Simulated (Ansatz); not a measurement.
Ansatz (a first-principles code) input file for H3ISi2, SMILES [SiH3][Si]I (connectivity only; charge and spin as stated), neutral, multiplicity 1, B3LYP-D3(BJ)/def2-SVP. 

Ansatz 0.2 input:
```yaml
crystal:
  periodic: [false, false, false]
  atoms:
    - {symbol: Si, position_ang: [0.15331261, 0.94010387, 1.19655775]}
    - {symbol: I, position_ang: [-0.05873974, -1.15131074, -0.21983363]}
    - {symbol: Si, position_ang: [0.05553846, 2.72407436, -0.26117159]}
    - {symbol: H, position_ang: [-0.97957751, 3.59558394, 0.32365087]}
    - {symbol: H, position_ang: [-0.18188564, 2.72651421, -1.70858570]}
    - {symbol: H, position_ang: [1.35075478, 3.39887617, -0.05928870]}
basis:
  gaussian:
    orbitals: def2-SVP
hamiltonian:
  xc: b3lyp
  dispersion: d3bj
relax: {f_tol: 0.002, max_steps: 200}
```

Program output:

```
WARN ansatz: RAYON_NUM_THREADS=1 ignored (pool sized by the plan → 1); use --threads N
Functional definition: B3LYP
integrals: 0.03 GiB planned
884 factors; integrals over basis functions are off by at most 6.0e-4 eV
mean field: 0.29 GiB planned
mean field evaluation 1: about -23902.1986 eV, gradient 1.2e1 eV
mean field evaluation 2: about -23902.1763 eV, gradient 1.3e1 eV
mean field evaluation 4: about -23902.8989 eV, gradient 1.2e0 eV
mean field evaluation 8: about -23902.9104 eV, gradient 1.3e-2 eV
mean field -23902.91035332 eV, -878.4157535101 hartree, gradient 6.8e-5 eV, S^2 0.000000; 0 other end points of the search recorded, 0 dependent functions left out
the calculation of the forces begins
reference -23902.91059761 eV, -878.4157624873 hartree; 28, 28 occupied and 49, 49 virtual orbitals, 884 factors
relax step   1: F+E_penalty+E_count = -23903.25412328 eV  Δ(F+E_penalty+E_count) = +0.000e0 eV  max|allowed force component| = 1.089e0 eV/Å  Δτ_max = 0.0000 Å  (25 SCF iters, accepted)
these checks for a lower state are left out or cut short: starts, cluster_reference, orbital_swaps, neighbouring_geometries, increment
integrals: 0.03 GiB planned
884 factors; integrals over basis functions are off by at most 6.8e-4 eV
mean field: 0.29 GiB planned
mean field evaluation 16: about -23903.0085 eV, gradient 1.2e-1 eV
[...]
the calculation of the forces begins
reference -23903.06472388 eV, -878.4214265233 hartree; 28, 28 occupied and 49, 49 virtual orbitals, 884 factors
relax step  10: F+E_penalty+E_count = -23903.41715754 eV  Δ(F+E_penalty+E_count) = -6.173e-3 eV  max|allowed force component| = 3.369e-2 eV/Å  Δτ_max = 0.1458 Å  (31 SCF iters, accepted)
these checks for a lower state are left out or cut short: starts, cluster_reference, orbital_swaps, neighbouring_geometries, increment
integrals: 0.03 GiB planned
884 factors; integrals over basis functions are off by at most 7.7e-4 eV
mean field: 0.29 GiB planned
mean field -23903.06014168 eV, -878.4212581306 hartree, gradient 1.4e-5 eV, S^2 0.000000; 0 other end points of the search recorded, 0 dependent functions left out
the calculation of the forces begins
reference -23903.06038683 eV, -878.4212671399 hartree; 28, 28 occupied and 49, 49 virtual orbitals, 884 factors
relax step  11: F+E_penalty+E_count = -23903.41777392 eV  Δ(F+E_penalty+E_count) = -6.164e-4 eV  max|allowed force component| = 2.662e-1 eV/Å  Δτ_max = 0.1953 Å  (30 SCF iters, accepted)
these checks for a lower state are left out or cut short: starts, cluster_reference, orbital_swaps, neighbouring_geometries, increment
integrals: 0.03 GiB planned
884 factors; integrals over basis functions are off by at most 8.2e-4 eV
mean field: 0.29 GiB planned
mean field -23903.06042901 eV, -878.4212686899 hartree, gradient 2.6e-5 eV, S^2 0.000000; 0 other end points of the search recorded, 0 dependent functions left out
the calculation of the forces begins
reference -23903.06067380 eV, -878.4212776856 hartree; 28, 28 occupied and 49, 49 virtual orbitals, 884 factors
relax step  12: F+E_penalty+E_count = -23903.41530594 eV  Δ(F+E_penalty+E_count) = +2.468e-3 eV  max|allowed force component| = 2.608e-1 eV/Å  Δτ_max = 0.0897 Å  (29 SCF iters, rejected (line search))
these checks for a lower state are left out or cut short: starts, cluster_reference, orbital_swaps, neighbouring_geometries, increment
integrals: 0.03 GiB planned
884 factors; integrals over basis functions are off by at most 7.7e-4 eV
mean field: 0.29 GiB planned
mean field evaluation 96: about -23903.0657 eV, gradient 2.1e-5 eV
mean field -23903.06571972 eV, -878.4214631198 hartree, gradient 2.1e-5 eV, S^2 0.000000; 0 other end points of the search recorded, 0 dependent functions left out
the calculation of the forces begins
reference -23903.06596429 eV, -878.4214721077 hartree; 28, 28 occupied and 49, 49 virtual orbitals, 884 factors
relax step  13: F+E_penalty+E_count = -23903.42424503 eV  Δ(F+E_penalty+E_count) = -6.471e-3 eV  max|allowed force component| = 9.826e-2 eV/Å  Δτ_max = 0.0443 Å  (31 SCF iters, accepted)
these checks for a lower state are left out or cut short: starts, cluster_reference, orbital_swaps, neighbouring_geometries, increment
integrals: 0.03 GiB planned
884 factors; integrals over basis functions are off by at most 7.8e-4 eV
mean field: 0.29 GiB planned
mean field -23903.07027186 eV, -878.4216304077 hartree, gradient 1.5e-5 eV, S^2 0.000000; 0 other end points of the search recorded, 0 dependent functions left out
the calculation of the forces begins
reference -23903.07051537 eV, -878.4216393567 hartree; 28, 28 occupied and 49, 49 virtual orbitals, 884 factors
relax step  14: F+E_penalty+E_count = -23903.42826758 eV  Δ(F+E_penalty+E_count) = -4.023e-3 eV  max|allowed force component| = 3.838e-2 eV/Å  Δτ_max = 0.0997 Å  (29 SCF iters, accepted)
these checks for a lower state are left out or cut short: starts, cluster_reference, orbital_swaps, neighbouring_geometries, increment
integrals: 0.03 GiB planned
884 factors; integrals over basis functions are off by at most 8.0e-4 eV
mean field: 0.29 GiB planned
mean field -23903.07073352 eV, -878.4216473736 hartree, gradient 2.1e-5 eV, S^2 0.000000; 0 other end points of the search recorded, 0 dependent functions left out
the calculation of the forces begins
reference -23903.07097648 eV, -878.4216563021 hartree; 28, 28 occupied and 49, 49 virtual orbitals, 884 factors
relax step  15: F+E_penalty+E_count = -23903.42874944 eV  Δ(F+E_penalty+E_count) = -4.819e-4 eV  max|allowed force component| = 1.249e-1 eV/Å  Δτ_max = 0.1125 Å  (30 SCF iters, accepted)
these checks for a lower state are left out or cut short: starts, cluster_reference, orbital_swaps, neighbouring_geometries, increment
integrals: 0.03 GiB planned
884 factors; integrals over basis functions are off by at most 7.9e-4 eV
mean field: 0.29 GiB planned
mean field -23903.07134980 eV, -878.4216700213 hartree, gradient 2.3e-5 eV, S^2 0.000000; 0 other end points of the search recorded, 0 dependent functions left out
the calculation of the forces begins
reference -23903.07159268 eV, -878.4216789473 hartree; 28, 28 occupied and 49, 49 virtual orbitals, 884 factors
relax step  16: F+E_penalty+E_count = -23903.42957627 eV  Δ(F+E_penalty+E_count) = -8.268e-4 eV  max|allowed force component| = 7.712e-2 eV/Å  Δτ_max = 0.0390 Å  (29 SCF iters, accepted)
these checks for a lower state are left out or cut short: starts, cluster_reference, orbital_swaps, neighbouring_geometries, increment
integrals: 0.03 GiB planned
884 factors; integrals over basis functions are off by at most 7.9e-4 eV
mean field: 0.29 GiB planned
mean field -23903.07228773 eV, -878.4217044897 hartree, gradient 5.8e-6 eV, S^2 0.000000; 0 other end points of the search recorded, 0 dependent functions left out
the calculation of the forces begins
reference -23903.07253054 eV, -878.4217134127 hartree; 28, 28 occupied and 49, 49 virtual orbitals, 884 factors
relax step  17: F+E_penalty+E_count = -23903.43062315 eV  Δ(F+E_penalty+E_count) = -1.047e-3 eV  max|allowed force component| = 1.813e-2 eV/Å  Δτ_max = 0.0172 Å  (26 SCF iters, accepted)
these checks for a lower state are left out or cut short: starts, cluster_reference, orbital_swaps, neighbouring_geometries, increment
integrals: 0.03 GiB planned
884 factors; integrals over basis functions are off by at most 7.9e-4 eV
mean field: 0.29 GiB planned
mean field evaluation 128: about -23903.0723 eV, gradient 1.3e-5 eV
mean field -23903.07234500 eV, -878.4217065942 hartree, gradient 1.3e-5 eV, S^2 0.000000; 0 other end points of the search recorded, 0 dependent functions left out
the calculation of the forces begins
reference -23903.07258773 eV, -878.4217155145 hartree; 28, 28 occupied and 49, 49 virtual orbitals, 884 factors
relax step  18: F+E_penalty+E_count = -23903.43079916 eV  Δ(F+E_penalty+E_count) = -1.760e-4 eV  max|allowed force component| = 1.357e-3 eV/Å  Δτ_max = 0.0179 Å  (25 SCF iters, accepted)
these checks for a lower state are left out or cut short: starts, cluster_reference, orbital_swaps, neighbouring_geometries, increment
integrals: 0.03 GiB planned
884 factors; integrals over basis functions are off by at most 7.9e-4 eV
mean field: 0.29 GiB planned
mean field -23903.07246405 eV, -878.4217109695 hartree, gradient 2.1e-5 eV, S^2 0.000000; 0 other end points of the search recorded, 0 dependent functions left out
the calculation of the forces begins
reference -23903.07270683 eV, -878.4217198914 hartree; 28, 28 occupied and 49, 49 virtual orbitals, 884 factors
relax step  19: F+E_penalty+E_count = -23903.43086214 eV  Δ(F+E_penalty+E_count) = -6.297e-5 eV  max|allowed force component| = 5.946e-3 eV/Å  Δτ_max = 0.0216 Å  (31 SCF iters, accepted)
these checks for a lower state are left out or cut short: starts, cluster_reference, orbital_swaps, neighbouring_geometries, increment
integrals: 0.03 GiB planned
884 factors; integrals over basis functions are off by at most 7.9e-4 eV
mean field: 0.29 GiB planned
mean field -23903.07211687 eV, -878.4216982106 hartree, gradient 2.1e-5 eV, S^2 0.000000; 0 other end points of the search recorded, 0 dependent functions left out
the calculation of the forces begins
reference -23903.07235972 eV, -878.4217071355 hartree; 28, 28 occupied and 49, 49 virtual orbitals, 884 factors
relax step  20: F+E_penalty+E_count = -23903.43085690 eV  Δ(F+E_penalty+E_count) = +5.239e-6 eV  max|allowed force component| = 1.032e-2 eV/Å  Δτ_max = 0.0181 Å  (31 SCF iters, rejected (line search))
these checks for a lower state are left out or cut short: starts, cluster_reference, orbital_swaps, neighbouring_geometries, increment
integrals: 0.03 GiB planned
884 factors; integrals over basis functions are off by at most 7.9e-4 eV
mean field: 0.29 GiB planned
mean field -23903.07241898 eV, -878.4217093132 hartree, gradient 2.2e-5 eV, S^2 0.000000; 0 other end points of the search recorded, 0 dependent functions left out
the calculation of the forces begins
reference -23903.07266180 eV, -878.4217182366 hartree; 28, 28 occupied and 49, 49 virtual orbitals, 884 factors
relax step  21: F+E_penalty+E_count = -23903.43088215 eV  Δ(F+E_penalty+E_count) = -2.002e-5 eV  max|allowed force component| = 2.729e-3 eV/Å  Δτ_max = 0.0088 Å  (25 SCF iters, accepted)
these checks for a lower state are left out or cut short: starts, cluster_reference, orbital_swaps, neighbouring_geometries, increment
integrals: 0.03 GiB planned
884 factors; integrals over basis functions are off by at most 7.9e-4 eV
mean field: 0.29 GiB planned
mean field -23903.07242191 eV, -878.4217094208 hartree, gradient 2.6e-5 eV, S^2 0.000000; 0 other end points of the search recorded, 0 dependent functions left out
the calculation of the forces begins
reference -23903.07266477 eV, -878.4217183457 hartree; 28, 28 occupied and 49, 49 virtual orbitals, 884 factors
relax step  22: F+E_penalty+E_count = -23903.43088549 eV  Δ(F+E_penalty+E_count) = -3.338e-6 eV  max|allowed force component| = 1.061e-3 eV/Å  Δτ_max = 0.0059 Å  (25 SCF iters, accepted)
integrals: 0.03 GiB planned
884 factors; integrals over basis functions are off by at most 7.9e-4 eV
mean field: 0.29 GiB planned
mean field evaluation 160: about -23903.0080 eV, gradient 3.7e0 eV
mean field -23903.07242191 eV, -878.4217094208 hartree, gradient 2.6e-5 eV, S^2 0.000000; 1 other end points of the search recorded, 0 dependent functions left out
the calculation of the forces begins
reference -23903.07266477 eV, -878.4217183457 hartree; 28, 28 occupied and 49, 49 virtual orbitals, 884 factors
Total energy: -23903.43112835 eV, -878.4348916393 hartree
Atom 0 at    -0.503243     0.808988     1.209091 Å, force     0.000232     0.001061    -0.000745 eV/Å
Atom 1 at     0.706328    -0.790161    -0.300894 Å, force     0.000067    -0.000250    -0.000030 eV/Å
Atom 2 at    -0.041936     2.745824    -0.183318 Å, force     0.000075    -0.000180     0.000875 eV/Å
Atom 3 at    -0.630899     3.990090     0.403638 Å, force     0.000325    -0.000605    -0.000341 eV/Å
Atom 4 at    -0.626132     2.542213    -1.544430 Å, force    -0.000026     0.000022     0.000121 eV/Å
Atom 5 at     1.435286     2.936888    -0.312758 Å, force    -0.000674    -0.000047     0.000120 eV/Å
Dipole moment:    -0.071417     0.114732     0.082661 e Å
```

The calculation finished and met its thresholds.
